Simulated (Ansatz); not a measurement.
Calculated with Ansatz (gas phase, PBE0-D4/def2-TZVP geometries, no zero-point term in ΔE). CCSD(T)/CBS adds triple-zeta CCSD(T) − MP2 to the extrapolated MP2 energy (def2 sets, frozen cores). This one scheme is used for every species. Functionals use def2-TZVPP. For Ge outer-core shells are correlated without core-valence functions, which leaves a few kJ/mol of doubt a bond. Scalar relativity is left out up to krypton. Each species was taken in one conformer, which may not be the lowest.

Reaction (ligand exchange at a Ge–C bond): `[CH3][Ge]([SH])([Cl])[Cl]` + H₂S → `[SH][Ge]([SH])([Cl])[Cl]` + CH₄

`[CH3][Ge]([SH])([Cl])[Cl]`:

```xyz
9

C    -0.808    0.721   -0.718
Ge    0.684   -0.137    0.159
S     0.343   -2.207    0.838
Cl    2.343   -0.278   -1.190
Cl    1.284    1.087    1.822
H    -1.101    0.129   -1.584
H    -1.643    0.794   -0.020
H    -0.507    1.720   -1.033
H    -0.594   -1.829    1.727
```

H₂S:

Cartesian coordinates in Å:
```
S -0.471 -0.088 0.392
H 0.347 -0.913 -0.278
H 0.125 1.001 -0.114
```

`[SH][Ge]([SH])([Cl])[Cl]`:

Z-matrix (Å, degrees):
```
Ge
S 1 2.194
Cl 1 2.143 2 109.0
S 1 2.194 2 107.3 3 123.0
Cl 1 2.143 2 113.2 3 -116.6
H 2 1.344 1 92.6 3 29.8
H 4 1.344 1 92.6 2 152.7
```

CH₄:

Cartesian coordinates in Å:
```
C 0.000 0.000 0.000
H 0.079 -0.835 0.695
H 0.127 -0.363 -1.020
H 0.774 0.733 0.224
H -0.980 0.465 0.101
```

Task: Is it downhill or uphill in electronic energy at CCSD(T)/CBS, and by how much? (An estimate is asked.)

Result: Computed: Downhill: ΔE = -11.0 kcal/mol.

Task: What do these levels give: revPBE-D4, B97M-V, B2PLYP, r2SCAN, RPA@PBE/def2-TZVPP, CCSD/def2-TZVPP? (Estimate.)

Result: The calculation gave: revPBE-D4 -13.4, B97M-V -13.1, B2PLYP -11.9, r2SCAN -12.7, RPA@PBE/def2-TZVPP -9.9, CCSD/def2-TZVPP -10.0 kcal/mol.

Task: What do rigid-rotor, harmonic-oscillator terms from PBE0-D4/def2-TZVP frequencies (298.15 K, 1 bar) make of the CCSD(T)/CBS value? (An estimate is asked.)

Result: The calculation gave: ΔZPE = +1.5 kcal/mol, ΔH = -9.5 kcal/mol, ΔS = -20 J/(mol·K), ΔG = -8.0 kcal/mol.

Largest T1 diagnostic among the species: 0.010.

Leaving LDA and LC-ωPBE aside and taking each functional with its dispersion term where it has one, the values, not all of them listed here, spread over 2.2 kcal/mol, from revPBE-D4 to ωB97X-V. LDA lies +0.8 kcal/mol from PBE without D4. From BLYP to BHLYP (50 % exact exchange), in def2-TZVPP and without D4, ΔE moves by +1.0 kcal/mol. The D4 term adds −0.8 kcal/mol with B3LYP and −0.4 kcal/mol with PBE0; it sums over pairs of atoms, weighted by their polarisabilities, and B3LYP, whose exchange is more repulsive, gets the larger term.

B3LYP here is the variant with VWN-RPA as its local correlation; programs differ in this.
